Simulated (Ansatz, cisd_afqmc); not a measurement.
Species: P2H, charge 1, singlet. A triplet may lie lower; no result for it is given here. P2H+ (SMILES P#[PH+]).
B3LYP-D3(BJ)/def2-TZVP minimum from Ansatz (a quantum-chemistry and plane-wave program):
```xyz
3

P      0.0000     0.0000    -1.0117
P      0.0000     0.0000     0.8600
H      0.0000     0.0000     2.2752
```
Charge +1, spin multiplicity 1.

Total energies in cc-pV(D+d)Z, 10 correlated electrons, 10 frozen orbitals. Open shells are spin-unrestricted; no spin-orbit coupling. Cores are frozen in correlated methods. No relativity. The Monte Carlo rows (phaseless AFQMC, CISD trial, step 0.005/hartree) carry one-sigma bars that omit the constraint's bias. Outlying blocks are dropped, and bars are widened where a walk drifts. Over all cases where full CI ran beside it in this data, AFQMC minus full CI had a median of +0.1 mEh and passed +0.4 mEh in a tenth of the cases. The restricted determinant of HP2+ (P#[PH+], singlet) is unstable towards broken spin symmetry in at least one set run.

```tsv
method	program	energy (Eh)	minus CCSDTQ (mEh)
HF	Ansatz	-681.70479	273.92
MP2	Ansatz	-681.93672	41.99
CCSD	Ansatz	-681.96050	18.21
CCSD(T)	Ansatz	-681.97618	2.52
CCSDT(Q)	Ansatz	-681.97886	-0.16
CCSDTQ	Ansatz	-681.97871	0.00
AFQMC/CISD	cisd_afqmc	-681.9780 ± 0.0004	0.7 ± 0.4
```

Rough core times of Ansatz's runs on a shared machine: CCSD(T) under 20 s, CCSDT(Q) under 20 s, CCSDTQ 7 min.
